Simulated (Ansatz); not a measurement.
Input for Ansatz (a quantum-chemistry and plane-wave program): U-CCSD(T)/cc-pV(T+d)Z on OSi (SMILES O=[Si]), 2S+1 = 3, a spin state set in the input, which need not be the lowest. Files ending in .json are basis or fitting sets from the Basis Set Exchange.

Ansatz 0.2 input:
```yaml
crystal:
  periodic: [false, false, false]
  atoms:
    - {symbol: O, position_ang: [-0.00000000, -0.00000000, -1.00159084]}
    - {symbol: Si, position_ang: [0.00000000, 0.00000000, 0.57233762]}
basis:
  gaussian:
    orbitals: cc-pV_T+d_Z.json
magnetization: {spin_polarized: true, initial_magnetization: 2}
correlation: {method: ccsd_t, electrons: outside_noble_gas}
scf: {omitted_lower_state_checks: [cluster_reference]}
```

The head of its log:

```
WARN ansatz: RAYON_NUM_THREADS=1 ignored (pool sized by the plan → 1); use --threads N
Functional definition: HF
these checks for a lower state are left out or cut short: cluster_reference
integrals: 0.06 GiB planned
427 factors; integrals over basis functions are off by at most 1.3e-3 eV
mean field: 0.11 GiB planned
mean field evaluation 1: about -9893.5611 eV, gradient 2.8e1 eV
mean field evaluation 2: about -9893.5663 eV, gradient 2.8e1 eV
mean field evaluation 4: about -9897.0535 eV, gradient 2.7e0 eV
mean field evaluation 8: about -9897.1731 eV, gradient 2.4e-1 eV
mean field evaluation 16: about -9897.2281 eV, gradient 1.0e0 eV
mean field evaluation 32: about -9897.9708 eV, gradient 2.6e-2 eV
mean field evaluation 64: about -9897.9708 eV, gradient 1.4e-4 eV
mean field evaluation 96: about -9897.6092 eV, gradient 1.6e-4 eV
mean field evaluation 128: about -9897.6232 eV, gradient 4.6e-2 eV
mean field evaluation 160: about -9897.6096 eV, gradient 1.4e-1 eV
mean field evaluation 192: about -9897.1471 eV, gradient 8.6e-1 eV
mean field -9897.97081838 eV, -363.7437184899 hartree, gradient 1.3e-6 eV, S^2 2.039416; 18 other end points of the search recorded, 0 dependent functions left out
6 core orbitals not correlated
reference -9897.97081838 eV, -363.7437184899 hartree; 6, 4 occupied and 57, 59 virtual orbitals, 427 factors
```

### Question
Predict the final total energy.

### Answer
-364.0326 hartree (reference determinant -363.7437, T1 diagnostic 0.019).
